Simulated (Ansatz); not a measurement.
Energy profile

The step: BH₃O₃ ([OH][B]([OH])[OH]) + SiH₄ → BSiH₅O₂ ([OH][B]([OH])[SiH3]) + H₂O; bonds formed: B1–Si6, O2–H5; bonds broken: B1–O2, H5–Si6 (atoms numbered as in the saddle structure below).

```
12
angstrom
B -0.4130 -0.2340 -0.6779
O 0.8107 0.1702 -1.5670
O -0.6816 -1.5821 -0.5883
O -1.4456 0.6493 -0.9190
H 1.0307 0.4505 -0.4779
Si 0.5509 0.3204 1.4381
H 0.5604 0.9511 -2.0834
H 0.0915 -2.1359 -0.4676
H -2.2965 0.2933 -0.6531
H -0.7703 0.2456 2.1250
H 1.4051 -0.7558 2.0292
H 1.1579 1.6273 1.8422
```

Electronic energies by CCSD(T) at an estimated basis limit (MP2 extrapolated from triple and quadruple zeta, plus CCSD(T) − MP2 in triple zeta), on PBE0-D4/def2-TZVP structures; BSiH₇O₃, closed shell; no counterpoise correction. Ansatz 0.2.0; basis: def2-TZVPP and def2-QZVPP; cores frozen in the correlated methods. Extrapolation: Hartree–Fock as exp(−7.88 √X), correlation as X^−2.97.

(1) Give the profile in kcal/mol, counted from the separated reactants. (An estimate is asked for; the value comes from the calculation.)

No T1 diagnostic of these runs exceeds 0.014.

Results:

(1) By the calculation:
| point | kcal/mol |
| --- | --- |
| separated: BH₃O₃ (linked as [OH][B]([OH])[OH]; B1, O2, O3, O4, H7, H8, H9; singlet) + SiH₄ (H5, Si6, H10, H11, H12; singlet) | 0.00 |
| start structure | -2.25 |
| saddle | 66.51 |
| end structure | 29.34 |
| separated: BSiH₅O₂ (linked as [OH][B]([OH])[SiH3]; B1, O3, O4, Si6, H8, H9, H10, H11, H12; singlet) + H₂O (O2, H5, H7; singlet) | 34.15 |

For scale, one of the runs: CCSD(T)/def2-TZVPP, 264 basis functions, launched by `ansatz run in.yaml --threads 8 --pin off --events-out ev --progress --plain --max-ram 19148MiB`. Time: 61 s of wall clock on 8 CPU threads of an Intel Xeon Platinum 8488C; the host was shared. Peak host memory: 6.8 GiB.
